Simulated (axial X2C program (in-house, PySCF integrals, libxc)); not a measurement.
## Outer orbitals of MgTa at 2.792 Å, HF

Calculated with an axial X2C code built on PySCF integrals. Spin-free means the one-electron spin-free X2C Hamiltonian; two-component (2c) means X2C with spin–orbit coupling and atomic mean-field two-electron Coulomb and Gaunt terms, so the difference of the two also holds small scalar two-electron terms. Basis: Ta dyall-cv3z [13s14p9d7f4g], Mg dyall-cv3z [9s8p6d3f] (cores contracted in-house); Gaussian nuclei, density fitting, unrestricted open shells. Masses: Ta 180.948 u, Mg 23.985 u.

The distance is close to the 2c PBE0 minimum; the highest filled and lowest empty levels are listed.

Spin-free orbitals, state M_S = 5/2, Λ = 2 (beyond evenly filled blocks: 2 × σα, π+α, π-α, δ+α) (Löwdin shares):

| symmetry | occupied | ε (eV) | atomic character |
| --- | --- | --- | --- |
| σα | yes | -9.49 | 36% Mg s, 36% Ta s, 18% Ta d |
| δ+α | yes | -8.08 | 100% Ta d |
| π+α | yes | -7.68 | 92% Ta d, 4% Mg p, 3% Mg d |
| σα | yes | -7.30 | 64% Ta d, 28% Ta s, 5% Mg p |
| π-α | yes | -7.15 | 91% Ta d, 5% Mg p, 3% Mg d |
| σβ | yes | -6.88 | 61% Mg s, 19% Ta s, 13% Ta p |
| σα | yes | -5.62 | 31% Mg s, 27% Mg p, 20% Ta p |
| π+α | no | 0.11 | 72% Ta p, 26% Mg p |
| π-α | no | 0.29 | 68% Ta p, 29% Mg p, 2% Ta d |
| σα | no | 0.29 | 51% Ta p, 32% Mg p, 8% Ta s |
| σβ | no | 0.36 | 36% Mg p, 31% Ta p, 29% Ta s |

Spinors with spin–orbit coupling (state Ω = 1/2):

| ω | occupied | ε (eV) | atomic character | λ mixture |
| --- | --- | --- | --- | --- |
| 1/2 | yes | -9.47 | 37% Mg s, 35% Ta s, 19% Ta d | 100% σ |
| -3/2 | yes | -8.27 | 100% Ta d | 100% δ |
| -1/2 | yes | -7.76 | 92% Ta d, 4% Mg p, 2% Mg d | 99% π, 1% σ |
| 1/2 | yes | -7.26 | 63% Ta d, 29% Ta s, 5% Mg p | 100% σ |
| 3/2 | yes | -7.00 | 91% Ta d, 5% Mg p, 3% Mg d | 99% π, 1% δ |
| -1/2 | yes | -6.89 | 60% Mg s, 19% Ta s, 13% Ta p | 99% σ, 1% π |
| 1/2 | yes | -5.63 | 30% Mg s, 27% Mg p, 20% Ta p | 100% σ |
| -1/2 | no | 0.03 | 73% Ta p, 25% Mg p | 99% π, 1% σ |
| 1/2 | no | 0.28 | 52% Ta p, 32% Mg p, 8% Ta s | 97% σ, 3% π |
| 3/2 | no | 0.35 | 67% Ta p, 31% Mg p, 2% Ta d | 100% π |
| -1/2 | no | 0.37 | 35% Mg p, 32% Ta p, 29% Ta s | 99% σ, 1% π |

**Question.** How does the gap between the highest filled and lowest empty level change from the spin-free to the 2c table?

**Answer.** From 5.73 to 5.66 eV at HF, a change of -0.07 eV.

Mulliken charges and populations of the two-component result (they depend on the basis, above all on diffuse functions):

Ta -0.11 e (s 11.05 p 24.17 d 23.88 f 14.00), Mg 0.11 e (s 5.60 p 6.27 d 0.02). ⟨Lz⟩ = -1.98 ħ and ⟨Sz⟩ = 2.48 ħ (2.37 and 0.11 on the two atoms), which add up to Ω.

One determinant describes the state; a PBE0 search over occupations chose it and may have missed a lower one. PBE0 can misorder states that lie within some tenths of an eV, so this need not be the ground state of the molecule. The nearest other spin-free determinant of the search, M_S = 3/2, Λ = 2, lies 0.005 eV up at the distance of the search. The spin of this state cannot come from the lowest atoms; the curve heads to a higher limit, and no De is given. With several unpaired electrons one determinant need not be a pure state. The determinant is spin-polarised beyond a pure state at some levels (its spin-free form has ⟨S²⟩ too high), which makes Re and μ there less reliable.
